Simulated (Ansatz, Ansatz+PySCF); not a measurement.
```yaml
atoms:
  - { symbol: Li, position_ang: [0.0000, 0.0000, -0.3995] }
  - { symbol: H, position_ang: [0.0000, 0.0000, 1.1984] }
  - { symbol: H, position_ang: [10.0000, 0.0000, -0.8282] }
  - { symbol: F, position_ang: [10.0000, 0.0000, 0.0920] }
```

Basis set: cc-pVDZ (spherical functions). Left uncorrelated: 1 orbital. Charge 0, multiplicity 1.

Computed with Ansatz (development build ahead of 0.2.0); each method stands on the lowest determinant of its kind that the runs found. Restricted open shells among the atoms or ions are ROHF, correlated in semicanonical orbitals with singles. Restricted functionals stand beside restricted open-shell atoms, which can lie above the unrestricted atoms usual in DFT and then raise those values.

The atomization energy at this shape (free ground-state atoms in the same class of orbitals less the molecule, no zero-point energy) of singlet LiH2F in separate pieces:

```csv
method,atomization energy
ωB97X (restricted),187.79 kcal/mol
ωB97X (unrestricted),186.87 kcal/mol
r²SCAN (restricted),185.98 kcal/mol
r²SCAN (unrestricted),184.66 kcal/mol
PBE0 (restricted),180.82 kcal/mol
PBE0 (unrestricted),179.87 kcal/mol
PBE (restricted),185.61 kcal/mol
PBE (unrestricted),184.91 kcal/mol
RHF-MP2,175.81 kcal/mol
RHF,125.45 kcal/mol
UHF,123.33 kcal/mol
```

What does RHF-CCSD(T) give?

178.18 kcal/mol.
